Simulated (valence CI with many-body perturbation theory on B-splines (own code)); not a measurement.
## W43+: electric-dipole lines

Computed by relativistic CI+MBPT: three valence electrons over a frozen Dirac-Fock core [Ar] 3d10, a basis of 11 s, 11 p, 10 d, 8 f, 5 g, 2 h functions for each j, with the one-electron correlation potential Σ1, the two-electron term Σ2, the three-electron term Σ3, Breit, model QED; selected CI, second order for the rest, scaled by the run's own slope (own B-spline code, finite nucleus).

No measured spectrum was set against this ion. As an estimate, large intervals hold to a few tenths of a per cent, small ones and those within an open d or f shell to about a per cent.

Lines 151 to 200 of 538 in falling wavelength, among levels below 824.83 eV, chosen from the strongest by gf and those to the six lowest levels. Wavelengths and rates use the calculated energies. Electric multipoles are in the length gauge, E1 and E2 with the static RPA response of the core. Weak lines are less certain than strong ones. Lines between different terms over intervals too small for the method are left out, as are lines whose strength nearly cancels. Where a level lies close to another of its J and parity, the split of strength between their lines is uncertain. The highest levels of a list are the least certain.

Levels are named by their leading jj configuration (3d3/2^4 stands for four electrons in 3d with j = 3/2), which in mixed levels can hold well under half, so a name can repeat and another be missing. Letters in brackets count levels of one name in rising energy.

```tsv
λ vac (Å)	Upper	Lower	A (s⁻¹)	log gf	Branch %
67.23	(4s 4p3/2 4f5/2) J=9/2	(4s 4p3/2 4d5/2) J=7/2 [a]	5.02e+11	0.53	58.8
67.18	(4p1/2 4p3/2 4d5/2) J=5/2 [b]	(4p1/2 4p3/2^2) J=5/2	9.69e+10	-0.41	7.8
67.15	(4p1/2 4d3/2 4d5/2) J=5/2 [a]	(4s 4p1/2 4f5/2) J=5/2 [a]	8.38e+10	-0.47	24.0
67.05	(4s 4d5/2 4f7/2) J=3/2	(4s 4p3/2 4f5/2) J=3/2 [a]	1.84e+11	-0.30	21.4
67.04	(4s 4d5/2 4f7/2) J=11/2 [b]	(4s 4d5/2^2) J=9/2	1.02e+11	-0.09	17.4
67.01	(4p1/2 4p3/2 4f7/2) J=7/2 [c]	(4p1/2 4p3/2 4d3/2) J=5/2	3.72e+11	0.30	40.2
66.99	(4p3/2^2 4d5/2) J=5/2 [b]	(4p3/2^3) J=3/2	9.71e+11	0.59	50.5
66.98	(4s 4d5/2 4f7/2) J=5/2	(4s 4p3/2 4f7/2) J=7/2 [a]	1.05e+11	-0.37	12.6
66.90	(4s 4d5/2 4f5/2) J=3/2 [b]	(4s 4d3/2 4d5/2) J=5/2 [b]	1.26e+11	-0.47	12.9
66.86	(4p3/2 4d3/2 4d5/2) J=7/2 [b]	(4s 4p3/2 4f5/2) J=5/2 [a]	1.96e+11	0.02	13.0
66.76	(4s 4d5/2^2) J=9/2	(4s 4p3/2 4d5/2) J=9/2	7.77e+10	-0.28	8.9
66.76	(4s 4d3/2 4d5/2) J=5/2 [b]	(4s 4p3/2 4d3/2) J=5/2 [b]	8.46e+10	-0.47	7.3
66.69	(4s 4d5/2^2) J=9/2	(4s^2 4f7/2) J=7/2	2.19e+11	0.16	25.1
66.50	(4s 4d5/2 4f5/2) J=5/2 [b]	(4s 4d3/2 4d5/2) J=5/2 [b]	8.40e+10	-0.48	8.1
66.48	(4p3/2 4d3/2 4d5/2) J=11/2	(4s 4d3/2 4d5/2) J=9/2	6.66e+10	-0.28	11.7
66.40	(4p3/2 4d3/2 4d5/2) J=9/2	(4s 4p3/2 4f5/2) J=7/2 [a]	3.34e+11	0.34	23.8
66.38	(4s 4d3/2 4f7/2) J=7/2 [a]	(4s 4d3/2^2) J=5/2	6.86e+10	-0.44	6.7
66.37	(4s 4d5/2 4f7/2) J=7/2 [a]	(4s 4d3/2 4d5/2) J=5/2 [b]	1.02e+11	-0.27	10.6
66.33	(4s 4d3/2 4d5/2) J=5/2 [b]	(4s 4p3/2 4d3/2) J=3/2 [a]	1.28e+11	-0.30	11.1
66.26	(4p1/2 4p3/2 4f5/2) J=9/2	(4p1/2 4p3/2 4d3/2) J=7/2	3.94e+11	0.41	57.0
66.18	(4p1/2 4d3/2 4d5/2) J=7/2 [b]	(4s 4p1/2 4f5/2) J=5/2 [c]	9.97e+10	-0.28	9.6
66.18	(4s 4d5/2 4f5/2) J=9/2 [a]	(4s 4d3/2 4d5/2) J=7/2 [a]	5.04e+10	-0.48	6.8
66.17	(4p1/2 4p3/2 4d5/2) J=7/2 [a]	(4s 4p1/2 4d5/2) J=5/2 [b]	7.11e+10	-0.43	10.9
66.15	(4p3/2 4d3/2 4d5/2) J=5/2	(4s 4p3/2 4f7/2) J=7/2 [a]	8.51e+10	-0.47	7.4
66.11	(4s 4d5/2 4f5/2) J=1/2 [a]	(4s 4d3/2 4d5/2) J=3/2 [b]	2.41e+11	-0.50	27.5
66.04	(4s 4p1/2 4f5/2) J=3/2	(4s 4p1/2 4d3/2) J=1/2	1.50e+11	-0.41	27.2
66.01	(4s 4d5/2 4f7/2) J=11/2 [b]	(4s 4p3/2 4f7/2) J=11/2	1.50e+11	0.07	25.7
65.80	(4s 4d5/2 4f7/2) J=7/2 [b]	(4s 4p3/2 4f7/2) J=7/2 [a]	7.11e+10	-0.43	13.7
65.76	(4p1/2 4p3/2 4f7/2) J=7/2 [a]	(4s 4p1/2 4f7/2) J=5/2	7.13e+10	-0.43	15.3
65.74	(4s 4p3/2 4f7/2) J=9/2 [a]	(4s 4p3/2 4d3/2) J=7/2	4.97e+10	-0.49	21.0
65.68	(4p3/2^2 4d3/2) J=3/2 [b]	(4s 4p3/2 4d5/2) J=1/2	1.68e+11	-0.36	9.0
65.65	(4p3/2^2 4d5/2) J=1/2	(4s 4p3/2 4d5/2) J=3/2 [b]	5.99e+11	-0.11	44.2
65.56	(4p3/2 4d3/2 4d5/2) J=7/2 [a]	(4s 4d3/2 4d5/2) J=7/2 [b]	1.53e+11	-0.10	10.6
65.46	(4s 4p1/2 4f7/2) J=5/2	(4s 4p1/2 4d3/2) J=3/2 [b]	8.66e+10	-0.48	21.6
65.33	(4s 4p3/2 4d5/2) J=5/2 [a]	(4s^2 4d5/2) J=5/2	3.37e+11	0.11	79.2
65.24	(4p3/2^2 4d5/2) J=9/2	(4s 4p3/2 4d5/2) J=7/2 [b]	1.23e+12	0.89	86.9
65.20	(4s 4p3/2 4f7/2) J=7/2 [a]	(4s 4p3/2 4d3/2) J=5/2 [b]	8.66e+10	-0.35	32.2
65.16	(4s 4d3/2 4f5/2) J=5/2 [b]	(4s 4d3/2^2) J=5/2	2.18e+11	-0.08	15.9
65.14	(4p3/2^2 4d5/2) J=7/2	(4s 4p3/2 4d5/2) J=7/2 [a]	2.29e+11	0.07	23.3
65.10	(4s 4d5/2 4f5/2) J=7/2 [a]	(4s 4d3/2 4d5/2) J=7/2 [a]	9.86e+10	-0.30	9.4
65.08	(4s 4p3/2 4d5/2) J=7/2 [b]	(4s 4p3/2^2) J=5/2	9.50e+11	0.68	84.7
65.06	(4s 4d5/2 4f7/2) J=7/2 [b]	(4s 4p3/2 4f7/2) J=9/2 [a]	7.00e+10	-0.45	13.4
64.93	(4s 4d5/2 4f5/2) J=3/2 [b]	(4s 4d3/2 4d5/2) J=3/2 [a]	2.00e+11	-0.30	20.4
64.91	(4p3/2^2 4d3/2) J=5/2	(4s 4p3/2 4d5/2) J=3/2 [a]	1.74e+11	-0.18	11.8
64.86	(4p3/2^2 4d5/2) J=7/2	(4s 4p3/2 4d3/2) J=5/2 [c]	2.28e+11	0.06	23.1
64.81	(4p3/2 4d3/2 4d5/2) J=7/2 [b]	(4s 4d3/2 4d5/2) J=5/2 [b]	7.23e+10	-0.44	4.8
64.71	(4s 4p3/2 4f5/2) J=5/2 [a]	(4s 4p3/2 4d3/2) J=5/2 [b]	1.63e+11	-0.21	16.7
64.66	(4s 4d5/2 4f5/2) J=7/2 [b]	(4s 4d3/2 4d5/2) J=7/2 [a]	8.33e+10	-0.38	10.8
64.66	(4s 4p3/2 4f5/2) J=7/2 [a]	(4s 4p3/2 4d3/2) J=5/2 [a]	3.80e+11	0.28	47.6
64.64	(4p1/2 4p3/2 4f5/2) J=5/2 [a]	(4s 4p1/2 4f5/2) J=3/2	2.18e+11	-0.09	25.2
```

How does gf follow from A for the line at 65.14 Å?

gf = 1.4992 × (2J+1)_upper × A / σ², with σ = 1535226 cm⁻¹ and 2J+1 = 8: gf = 1.17.
